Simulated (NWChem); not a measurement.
System: MgH$_{2}$Se; SMILES [MgH][SeH]

NWChem input:

```
start job
memory heap 200 mb stack 900 mb global 1100 mb
geometry units angstroms noautosym nocenter noautoz
  Mg     0.125659    -1.618347    -0.001842
  H      0.177771    -3.319836    -0.004396
  Se     0.085723     0.837311     0.001456
  H     -1.401190     0.775620    -0.001743
end
basis spherical
  Mg library def2-svp
  H library def2-svp
  Se library def2-svp
end
dft
  xc pbe0
  iterations 150
end
property
  efieldgrad
end
task dft property
```

All runs use the structure optimised with PBE-D3(BJ)/def2-SVP.

Vzz is the largest principal value of the second derivative of the potential at the nucleus (NWChem prints the opposite sign); η is the asymmetry. Non-relativistic.

Atoms are numbered as in the input.

Question: Predict the main results of this run. (PBE0/def2-SVP.) Quantities: Vzz Mg1 (a.u.); η Mg1; Vzz Se3 (a.u.); η Se3.

Answer: 
| Quantity | Result |
|---|---|
| Vzz Mg1 (a.u.) | -0.852 |
| η Mg1 | 0.11 |
| Vzz Se3 (a.u.) | 3.913 |
| η Se3 | 0.68 |
